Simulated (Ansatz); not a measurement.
System: H3Al, singlet: umbrella (inversion) coordinate, bond length relaxed. Scanned: angle between the Al-H bonds and the threefold axis (90 = planar). Other coordinates (Al-H bond length) were minimised at PBE0/def2-TZVP.

Methods: CCSD(T)/def2-SVP = CCSD(T) on RHF/def2-SVP, frozen core in Ansatz (a program for electronic structure); RKS-PBE/def2-SVP = restricted PBE/def2-SVP (Ansatz); RKS-B3LYP/def2-SVP = Ansatz with restricted B3LYP/def2-SVP; CCSDT(Q)/def2-SVP = CCSDT(Q) on RHF/def2-SVP, frozen core run with Ansatz; FCI/def2-SVP = full CI/def2-SVP, frozen core (Ansatz).

Cost and accuracy over the 15 points of the scan, with FCI/def2-SVP as yardstick. Costs are rough ratios of core time within Ansatz on shared cores, each with its mean field (Kohn-Sham runs search longer for lower solutions than correlated ones do); the miss is the largest error against full CI of the profile after the mean shift, in kcal/mol.

### Question
Which is the cheapest of these levels that stays within 0.29 kcal/mol of FCI/def2-SVP?

### Answer
CCSD(T)/def2-SVP.

| level | relative cost | largest error |
|---|---|---|
| CCSD(T)/def2-SVP | 1 | 0.1 |
| RKS-PBE/def2-SVP | 1 | 3.4 |
| RKS-B3LYP/def2-SVP | 1 | 0.5 |
| CCSDT(Q)/def2-SVP | 3 | 0.0 |

Costs within a factor of two of each other count as equal.
